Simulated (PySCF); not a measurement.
**Molecular orbitals of I₂**

PBE0 at R = 2.673 Å; basis I cc-pVTZ-PP with ECP28; scalar-relativistic core potentials; PySCF 2.14. State: ³Πu (triplet), unpaired electrons σ ↑, π ↑, a second solution, started from another occupation. Only the outer orbitals are listed.

```json
{"spin": "α", "orbital": "σg", "occ.": "1", "ε (eV)": "-21.35", "main shells (%)": "96 s"}
{"spin": "α", "orbital": "σu", "occ.": "1", "ε (eV)": "-19.12", "main shells (%)": "98 s"}
{"spin": "α", "orbital": "σg", "occ.": "1", "ε (eV)": "-11.07", "main shells (%)": "95 p"}
{"spin": "α", "orbital": "πu", "occ.": "1", "ε (eV)": "-9.84", "main shells (%)": "99 p"}
{"spin": "α", "orbital": "πu", "occ.": "1", "ε (eV)": "-9.23", "main shells (%)": "99 p"}
{"spin": "α", "orbital": "πg", "occ.": "1", "ε (eV)": "-8.21", "main shells (%)": "99 p"}
{"spin": "α", "orbital": "πg", "occ.": "1", "ε (eV)": "-7.54", "main shells (%)": "99 p"}
{"spin": "α", "orbital": "σu", "occ.": "1", "ε (eV)": "-5.63", "main shells (%)": "96 p"}
{"spin": "α", "orbital": "σg", "occ.": "0", "ε (eV)": "2.60", "main shells (%)": "85 s, 13 d"}
{"spin": "α", "orbital": "πu", "occ.": "0", "ε (eV)": "4.08", "main shells (%)": "98 d"}
{"spin": "α", "orbital": "πu", "occ.": "0", "ε (eV)": "4.45", "main shells (%)": "98 d"}
{"spin": "β", "orbital": "σg", "occ.": "1", "ε (eV)": "-20.44", "main shells (%)": "95 s"}
{"spin": "β", "orbital": "σu", "occ.": "1", "ε (eV)": "-17.93", "main shells (%)": "98 s"}
{"spin": "β", "orbital": "σg", "occ.": "1", "ε (eV)": "-9.91", "main shells (%)": "93 p"}
{"spin": "β", "orbital": "πu", "occ.": "1", "ε (eV)": "-8.89", "main shells (%)": "98 p"}
{"spin": "β", "orbital": "πu", "occ.": "1", "ε (eV)": "-8.42", "main shells (%)": "98 p"}
{"spin": "β", "orbital": "πg", "occ.": "1", "ε (eV)": "-7.15", "main shells (%)": "99 p"}
{"spin": "β", "orbital": "πg", "occ.": "0", "ε (eV)": "-5.40", "main shells (%)": "99 p"}
{"spin": "β", "orbital": "σu", "occ.": "0", "ε (eV)": "-2.86", "main shells (%)": "99 p"}
{"spin": "β", "orbital": "σg", "occ.": "0", "ε (eV)": "2.85", "main shells (%)": "86 s, 12 d"}
```

Q: Which are the highest filled and the lowest empty level, where do they sit, and how wide is the gap?

A: Highest filled α σu at -5.63 eV (in %: 96 p); lowest empty β πg at -5.40 eV (in %: 99 p); the gap at PBE0 is 0.23 eV.

* bond order (Mayer): 1.04
* ⟨S²⟩: 2.006

Spin–orbit coupling is left out.
